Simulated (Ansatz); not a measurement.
Program: Ansatz. Geometries: PBE0-D4/def2-TZVP. ΔE: electronic, gas phase. CCSD(T)/CBS is the MP2 limit (def2-TZVPP, def2-QZVPP) plus CCSD(T) − MP2 in def2-TZVPP, frozen cores. This one scheme is used for every species. For Ge outer-core shells are correlated without core-valence functions, which leaves a few kJ/mol of doubt a bond. Scalar relativity is left out up to krypton. Each species was taken in one conformer, which may not be the lowest.

`[BH2][GeH2][SiH2]C` + H₂O → `C[SiH2][GeH2][OH]` + BH₃  (formal hydrolysis of a Ge–B bond)

`[BH2][GeH2][SiH2]C`:

Z-matrix (Å, degrees):
```
Ge
Si 1 2.398
B 1 2.038 2 105.9
H 1 1.540 2 107.9 3 122.7
H 1 1.542 2 106.6 3 -121.3
C 2 1.875 1 111.2 3 63.9
H 2 1.490 1 108.3 3 -174.7
H 2 1.490 1 109.0 3 -57.9
H 3 1.195 1 120.6 2 -84.1
H 3 1.195 1 120.8 2 90.6
H 6 1.092 2 110.7 1 58.4
H 6 1.092 2 110.7 1 178.3
H 6 1.092 2 111.0 1 -61.6
```

H₂O:

Cartesian coordinates in Å:
```
O 0.205 0.137 0.301
H 0.332 0.335 -0.629
H -0.536 -0.472 0.327
```

`C[SiH2][GeH2][OH]`:

```xyz
12

C     1.704   -0.728   -0.431
Si   -0.026   -1.044    0.215
Ge   -1.428    0.848   -0.188
O    -0.705    2.288    0.605
H     1.693   -0.597   -1.515
H     2.368   -1.561   -0.193
H     2.115    0.181    0.015
H     0.002   -1.282    1.687
H    -0.627   -2.248   -0.426
H    -1.485    1.259   -1.670
H    -2.869    0.657    0.341
H    -0.740    2.227    1.562
```

BH₃:

Z-matrix (Å, degrees):
```
B
H 1 1.193
H 1 1.193 2 120.0
H 1 1.193 2 120.0 3 180.0
```

```
             species  HF/def2-TZVPP energy (Eh)
`[BH2][GeH2][SiH2]C`                -2432.10151
                 H₂O                  -76.06237
 `C[SiH2][GeH2][OH]`                -2481.77891
                 BH₃                  -26.40065
```

(1) Work out ΔE.

Largest T1 diagnostic among the species: 0.012.

Answers

(1) ΔE = (-2481.77891) + (-26.40065) − (-2432.10151) − (-76.06237) = -0.01568 Eh = -9.8 kcal/mol. CCSD(T)/CBS gives -2.0 kcal/mol.

Leaving LDA and LC-ωPBE aside and taking each functional with its dispersion term where it has one, the values, not all of them listed here, spread over 5.2 kcal/mol, from BHLYP-D4 to PBE-D4. LDA lies +2.4 kcal/mol from PBE without D4. From BLYP to BHLYP (50 % exact exchange), in def2-TZVPP and without D4, ΔE moves by −1.5 kcal/mol.
